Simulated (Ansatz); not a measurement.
Species: GaH (charge 0, singlet). 
Geometry from a B3LYP-D3(BJ)/def2-TZVP (Ansatz, a program for electronic structure) optimisation:
```xyz
2

Ga     0.0000     0.0000    -0.0528
H      0.0000     0.0000     1.6363
```

Quantity: vertical electron affinity (to the doublet state of charge -1; a negative value means that the extra electron is unbound and the number depends on the basis; each state is the SCF solution reached for its spin), in eV. Valence correlation only, unless marked. UHF or UKS for open shells. Spin-orbit coupling is left out. Frozen are the shells of the preceding noble gas and the d and f shells that filled before the atom's block. Non-relativistic. Anions need diffuse functions: aug- sets have them; def2-D sets add few. CBS(X,Y): correlation extrapolated as X^-3; Hartree-Fock from the larger set.

```csv
level,program,vertical electron affinity (eV)
PBE/def2-TZVPD,Ansatz,-0.10
r2SCAN/def2-TZVPD,Ansatz,0.05
B3LYP/def2-TZVPD,Ansatz,-0.12
PBE0/def2-TZVPD,Ansatz,-0.07
BHLYP/def2-TZVPD,Ansatz,-0.23
CAM-B3LYP/def2-TZVPD,Ansatz,-0.12
wB97M-V/def2-TZVPD,Ansatz,-0.23
```

Problem. Predict the CCSD(T)/CBS(aug-cc-pVTZ,aug-cc-pVQZ) result (Ansatz).

Solution. 0.13 eV, so wB97M-V/def2-TZVPD differs from it by -0.36 eV.
